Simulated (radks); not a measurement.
Problem. Spherical quantum dot in the effective-mass picture: electrons in a hard-walled sphere of radius 5.82, with a point charge +2 (a donor) at the centre, all in effective atomic units (hartree* = m*/eps^2 hartree, bohr* = eps/m* bohr), one dielectric constant everywhere. Calculated with a radial shooting solver with Libxc functionals: non-relativistic Kohn-Sham, r2SCAN, spin-polarised, spherical densities, generalised Kohn-Sham scheme. Levels are named by radial order and angular momentum (1s, 1p, 1d, 2s, ...), and open shells are averaged over m. Each electron was tried in the lowest free levels, single moves between levels near the top were tried too, and the lowest total energy was kept; such a search can miss a lower state. Give the order in which the levels fill up to N = 42, the shell closures and the spin along the way.

Solution. Shells are first occupied in the order 1s, 2s, 1p, 1d, 1f, 1g. Open shells at each N (closed shells left out): 1: 1s(up 1, down 0); 2: none; 3: 2s(up 1, down 0); 4: 1p(up 1, down 0) 2s(up 1, down 0); 5: 1p(up 2, down 0) 2s(up 1, down 0); 6: 1p(up 3, down 0) 2s(up 1, down 0); 7: 1p(up 3, down 0); 8: 1p(up 3, down 1); 9: 1p(up 3, down 2); 10: none; 11: 1d(up 1, down 0); 12: 1d(up 2, down 0); 13: 1d(up 3, down 0); 14: 1d(up 4, down 0); 15: 1d(up 5, down 0); 16: 1d(up 5, down 1); 17: 1d(up 5, down 2); 18: 1d(up 5, down 3); 19: 1d(up 5, down 4); 20: none; 21: 1f(up 1, down 0); 22: 1f(up 2, down 0); 23: 1f(up 3, down 0); 24: 1f(up 4, down 0); 25: 1f(up 5, down 0); 26: 1f(up 6, down 0); 27: 1f(up 7, down 0); 28: 1f(up 7, down 1); 29: 1f(up 7, down 2); 30: 1f(up 7, down 3); 31: 1f(up 7, down 4); 32: 1f(up 7, down 5); 33: 1f(up 7, down 6); 34: none; 35: 1g(up 1, down 0); 36: 1g(up 2, down 0); 37: 1g(up 3, down 0); 38: 1g(up 4, down 0); 39: 1g(up 5, down 0); 40: 1g(up 6, down 0); 41: 1g(up 7, down 0); 42: 1g(up 8, down 0). All shells are closed at N = 2, 10, 20, 34 (there: 1s2 1p6 1d10 2s2 1f14). Largest 2S: 8, at N = 42.
